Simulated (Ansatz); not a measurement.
The cluster Sr2S2⁻. The state is a doublet with charge -1. Geometry PBE0-D4/def2-TZVPD.

Cartesian coordinates in Å:
```
Sr 1.0489 0.8248 -1.2436
Sr -1.0488 -0.8248 1.2436
S 0.6692 -1.7778 -0.6147
S -0.6693 1.7778 0.6147
```

In the def2 sets Sr takes a core potential; there is no spin–orbit coupling. At PBE-D4/def2-SVPD, r2SCAN-D4/def2-TZVPD, B97M-V/def2-TZVPD, PBE0-D4/def2-SVPD and others the highest occupied level of the charge -1 doublet lies above zero (up to 0.58 eV). By energy differences its removal costs 0.71 eV (vertical, to the charge 0 singlet, at PBE0-D4/def2-TZVPD). At PBE-D4/def2-SVPD the gap within one spin of the charge -1 doublet nearly closes, so an electron or hole may be smeared out by delocalisation error. At B97M-V/def2-TZVPD an occupied level of the charge -1 doublet lies above an empty one (by up to 0.16 eV), so this SCF solution is probably not the lowest. The structure comes from a short search, and lower isomers may exist.

Question: Estimate the α-spin orbital energies around the gap (eV) in Ansatz with PBE-D4/def2-SVPD, r2SCAN-D4/def2-TZVPD, B97M-V/def2-TZVPD, PBE0-D4/def2-SVPD, PBE0-D4/def2-TZVPD.

Answer: 
```csv
orbital,PBE-D4/def2-SVPD,r2SCAN-D4/def2-TZVPD,B97M-V/def2-TZVPD,PBE0-D4/def2-SVPD,PBE0-D4/def2-TZVPD
HOMO−13,-18.18,-18.79,-19.03,-20.21,-20.06
HOMO−12,-18.15,-18.77,-19.02,-20.18,-20.03
HOMO−11,-17.99,-18.60,-18.83,-20.07,-19.92
HOMO−10,-17.90,-18.50,-18.75,-19.96,-19.81
HOMO−9,-17.90,-18.50,-18.73,-19.95,-19.79
HOMO−8,-10.36,-10.92,-11.20,-12.34,-12.30
HOMO−7,-10.29,-10.83,-11.13,-12.25,-12.21
HOMO−6,-1.67,-1.74,-1.69,-2.66,-2.58
HOMO−5,-1.54,-1.61,-1.55,-2.56,-2.49
HOMO−4,-1.15,-1.28,-1.20,-2.13,-2.06
HOMO−3,-1.14,-1.23,-1.19,-2.11,-2.04
HOMO−2,-1.06,-1.15,-1.11,-2.02,-1.95
HOMO−1,-0.97,-1.09,-1.01,-1.89,-1.84
HOMO,0.46,0.45,0.58,0.17,0.20
LUMO,0.60,0.60,0.78,0.79,0.86
LUMO+1,1.72,1.85,1.74,2.07,2.20
LUMO+2,1.75,1.97,1.90,2.10,2.35
LUMO+3,1.87,2.23,1.90,2.30,2.55
LUMO+4,2.02,2.25,2.05,2.33,2.56
LUMO+5,2.04,2.46,2.22,2.38,2.74
β HOMO,-0.96,-1.08,-1.00,-1.89,-1.83
β LUMO,0.95,1.05,0.42,1.41,1.44
```
